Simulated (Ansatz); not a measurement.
A structure relaxed at PBE0-D4/def2-TZVP, charge 0, multiplicity 1:

```
atom   x (Å)   y (Å)   z (Å)
  C1  -0.051  -2.109  -0.059
  C2  -0.280  -1.434  -1.181
 Si3   0.078   0.375  -1.382
  N4   0.686   1.094   0.083
 Si5  -0.100   1.509   1.528
 Cl6   0.621   0.418   3.111
 Cl7  -2.085   1.113   1.291
  H8   0.369  -1.630   0.821
  H9  -0.276  -3.168   0.034
 H10  -0.708  -1.970  -2.028
 H11   1.142   0.578  -2.403
 H12  -1.148   1.083  -1.827
 H13   1.690   1.219   0.096
 H14   0.063   2.921   1.915
```

Problem. Give its formula and SMILES.

Solution. C2H7Cl2NSi2, `C=C[SiH2]N[SiH](Cl)Cl`.

Problem. Point group (tolerance 0.08 Å, 0.16 Å for H)?

Solution. C1.

Problem. Summarise the bond lengths by kind.

Solution. 1 × C–C 1.330 Å; 3 × C–H 1.086 to 1.090 Å; 1 × C–Si 1.855 Å; 2 × N–Si 1.696 to 1.742 Å; 3 × H–Si 1.474 to 1.488 Å; 1 × H–N 1.012 Å; 2 × Cl–Si 2.038 to 2.053 Å.

All numbers were calculated with Ansatz.
